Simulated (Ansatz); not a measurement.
C3H8BN (`NCC1BC1`) at its PBE0-D4/def2-TZVP geometry, where that method's forces vanish. Charge 0, multiplicity 1.

```xyz
13

N     1.5346    0.3260   -1.0201
C     0.1068    0.5630   -0.8780
C    -0.5366   -0.4827    0.0014
B    -1.5263   -0.0581    1.0843
C    -0.1373   -0.5258    1.4853
H     1.9545    1.0073   -1.6406
H     1.7015   -0.5905   -1.4178
H    -0.4425    0.5912   -1.8312
H    -0.0142    1.5558   -0.4275
H    -0.6654   -1.4508   -0.4816
H    -2.5894    0.3783    1.3747
H    -0.0032   -1.5021    1.9439
H     0.6174    0.1885    1.8072
```

Problem. What forces (eV/Å) does PBE-D4/def2-TZVPP give on these atoms in the Gaussian-basis code of Ansatz? (An estimate is asked.)

Solution. Ansatz gave: 
```
N1   0.150  0.032  0.323
C2  -0.090  0.009 -0.061
C3  -0.079 -0.022 -0.077
B4  -0.095  0.037  0.040
C5  -0.022 -0.012  0.113
H6   0.168  0.234 -0.204
H7   0.071 -0.315 -0.142
H8  -0.150  0.014 -0.191
H9  -0.033  0.220  0.085
H10 -0.022 -0.196 -0.122
H11 -0.123  0.056  0.030
H12  0.048 -0.190  0.120
H13  0.175  0.134  0.087
```
